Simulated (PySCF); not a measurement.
## Electron correlation in I (iodine, neutral)

[Kr] 4d10 5s2 5p5, 2P determinant. Computed with PySCF 2.14 in aug-cc-pVQZ-DK3, with the spin-free X2C one-electron Hamiltonian (Gaussian nucleus). Frozen: [Kr] 4d10; 7 electrons correlated.

```json
{"level": "CCSD", "correlation energy (mhartree)": "-147.01"}
{"level": "(T)", "correlation energy (mhartree)": "-5.39"}
{"level": "CCSD(T)", "correlation energy (mhartree)": "-152.40"}
```

Diagnostics: T1 = 0.0073, D1 = 0.0220, largest double amplitude 0.036.

Is a single reference adequate?

Yes, within this model without spin-orbit coupling: T1 lies below 0.03 and no double amplitude reaches 0.07.
